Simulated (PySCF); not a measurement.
**Worked example: refractive index and permittivity of the vapour**

1-ethynylcyclopropane-1-carbaldehyde (C6H6O), SMILES C#CC1(C=O)CC1.

Geometry: ωB97X-D3(BJ)/def2-SVP. Other conformers were not sampled.

PySCF with PBE/def2-TZVP gives a mean static polarisability of 71.2 bohr³ and a dipole moment of 2.07 D. Take an ideal gas at 298.15 K and 1 bar, whether or not the substance is that volatile.

### Question
Work out n − 1 in the optical limit and the static ε − 1.

### Answer

Polarisability volume α' = 71.2 × 0.148185 = 10.55 Å³. Number density N = p/kT = 2.43e-5 Å⁻³.
Dilute limit of Lorentz–Lorenz: n − 1 = 2π N α' = 0.0016.
Orientation term of Debye: μ²/(3kT) = 8.098 Å³ × μ²(D²) = 34.70 Å³.
ε − 1 = 4π N (α' + μ²/3kT) = 0.014. Orientation of the dipole supplies 77 % of the static response; it can't follow optical fields. Vibrational polarisation and dispersion are left out.
